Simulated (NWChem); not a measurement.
System: C₂H₃BFNO; SMILES B(N=C=O)(C)F

Parts of the log:

```
             Northwest Computational Chemistry Package (NWChem) 7.3.0
             --------------------------------------------------------

 C1  symmetry detected

                             Geometry "geometry" -> ""
                             -------------------------

 Output coordinates in angstroms (scale by  1.889725989 to convert to a.u.)

  No.       Tag          Charge          X              Y              Z
 ---- ---------------- ---------- -------------- -------------- --------------
    1 B                    5.0000    -0.05786646     0.95500096    -0.00436471
    2 F                    9.0000    -1.21000808     1.61920849     0.00040039
    3 C                    6.0000     1.28671942     1.75011584    -0.00130071
    4 H                    1.0000     2.17730929     1.11647112    -0.10053617
    5 H                    1.0000     1.36656910     2.31991658     0.94046937
    6 H                    1.0000     1.28466870     2.50064518    -0.80842718
    7 N                    7.0000    -0.14262350    -0.46477184    -0.00032782
    8 C                    6.0000    -0.06213834    -1.65838629    -0.00044724
    9 O                    8.0000     0.00021699    -2.82273606    -0.00006293

 Effective nuclear repulsion energy (a.u.)     193.1096497122

                                 NWChem DFT Module
                                 -----------------

 Summary of "ao basis" -> "ao basis" (spherical)
 ------------------------------------------------------------------------------
       Tag                 Description            Shells   Functions and Types
 ---------------- ------------------------------  ------  ---------------------
 B                          def2-svp                 6       14   3s2p1d
 F                          def2-svp                 6       14   3s2p1d
 C                          def2-svp                 6       14   3s2p1d
 H                          def2-svp                 3        5   2s1p
 N                          def2-svp                 6       14   3s2p1d
 O                          def2-svp                 6       14   3s2p1d

            General Information
            -------------------
          SCF calculation type: DFT
          Wavefunction type:  closed shell.
          No. of atoms     :     9
          No. of electrons :    44
           Alpha electrons :    22
            Beta electrons :    22
          Charge           :     0
          Spin multiplicity:     1
          Use of symmetry is: off; symmetry adaption is: off
          Maximum number of iterations: 150
          AO basis - number of functions:    99
                     number of shells:    45
          Convergence on energy requested:  1.00D-06
          Convergence on density requested:  1.00D-05
          Convergence on gradient requested:  5.00D-04

              XC Information
              --------------
                     Hartree-Fock (Exact) Exchange  1.000
                   CAM-Becke88 Exchange Functional  1.000
                      VWN V Correlation Functional  0.190 local
              Lee-Yang-Parr Correlation Functional  0.810

           Range-Separation Parameters
           ---------------------------
           Alpha           :  0.19
           Beta            :  0.46
           Gamma           :  0.33
           Short-Range HF  :     F

             Grid Information
             ----------------
          Grid used for XC integration:  medium
          Radial quadrature: Mura-Knowles
          Angular quadrature: Lebedev.
          Tag              B.-S. Rad. Rad. Pts. Rad. Cut. Ang. Pts.
          ---              ---------- --------- --------- ---------
          B                   0.85       49           8.0       434
          F                   0.50       49          10.0       434
          C                   0.70       49          11.0       434
          H                   0.35       45          11.0       434
          N                   0.65       49          10.0       434
          O                   0.60       49          13.0       434
          Grid pruning is: on
          Number of quadrature shells:   429
          Spatial weights used:  Erf1

      Superposition of Atomic Density Guess
      -------------------------------------

 Sum of atomic energies:        -329.47929958

      Non-variational initial energy
      ------------------------------

 Total energy =    -332.313253
 1-e energy   =    -833.219518
 2-e energy   =     307.796616
 HOMO         =      -0.377528
 LUMO         =       0.024235

     ---------------------------------------------
      Total Density - Mulliken Population Analysis
     ---------------------------------------------

    Atom       Charge   Shell Charges
 -----------   ------   -------------------------------------------------------
    1 B    5     4.42   1.99  0.82  0.13  1.11  0.21  0.16
    2 F    9     9.36   1.99  1.15  0.72  3.51  1.99  0.00
    3 C    6     6.48   1.99  0.96  0.22  2.14  1.15  0.01
    4 H    1     0.87   0.66  0.19  0.03
    5 H    1     0.86   0.64  0.19  0.03
    6 H    1     0.86   0.65  0.19  0.03
    7 N    7     7.41   1.99  1.03  0.38  2.58  1.42  0.01
    8 C    6     5.20   1.99  0.89  0.16  1.50  0.54  0.11
    9 O    8     8.54   1.99  1.13  0.64  2.98  1.79  0.02

[...]
```

Level: CAM-B3LYP/def2-SVP. The geometry was optimised at PBE0/def2-SVP.

Q: Write an input that gives this output.

A: Several could match; the one computed here: the input that was run:
```
start job
memory heap 200 mb stack 900 mb global 1100 mb
geometry units angstroms noautoz
  B     -0.173762     0.995921    -0.005690
  F     -1.397504     1.516558    -0.001529
  C      1.065291     1.947168    -0.003442
  H      2.025712     1.425284    -0.102094
  H      1.075866     2.523347     0.937773
  H      0.972943     2.691209    -0.811295
  N     -0.086933    -0.423722    -0.000275
  C      0.136702    -1.598958     0.000759
  O      0.338815    -2.747325     0.002269
end
basis spherical
  * library def2-svp
end
dft
  xc xcamb88 1.00 lyp 0.81 vwn_5 0.19 hfexch 1.00
  cam 0.33 cam_alpha 0.19 cam_beta 0.46
  iterations 150
  mulliken
end
task dft energy
```
